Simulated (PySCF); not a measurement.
F3HSeSi, SMILES F[Si](F)(F)[SeH].

Geometry: B3LYP-D3(BJ)/def2-SVP. This is a generated structure with no PubChem entry under its InChIKey; it may be hypothetical. The values are those of a single conformer.

Two levels are set side by side: TDA-PBE/def2-SVPD (PySCF) and TDA-PBE0/def2-SVPD (PySCF). Vertical, same geometry. The lowest singlet is HOMO→LUMO 98 % with PBE and HOMO→LUMO 78 %, HOMO→LUMO+1 21 % with the other functional; states are paired by order. Differences are taken from unrounded values.

```tsv
quantity	TDA-PBE0	TDA-PBE	TDA-PBE minus TDA-PBE0
lowest singlet excitation (eV)	5.66	5.44	-0.21
lowest triplet excitation (TDA) (eV)	5.16	4.99	-0.17
first bright state (f over 0.05) (eV)	8.29	7.70	-0.59
its oscillator strength	0.06	0.06	0.00
```

A lower first singlet is the usual sign of a functional without exact exchange. Differences between two approximate levels are no errors against the true value.

Rough cost on one machine, each run with all the roots and properties that it gave: TDA-PBE0 against TDA-PBE within a factor of 2.
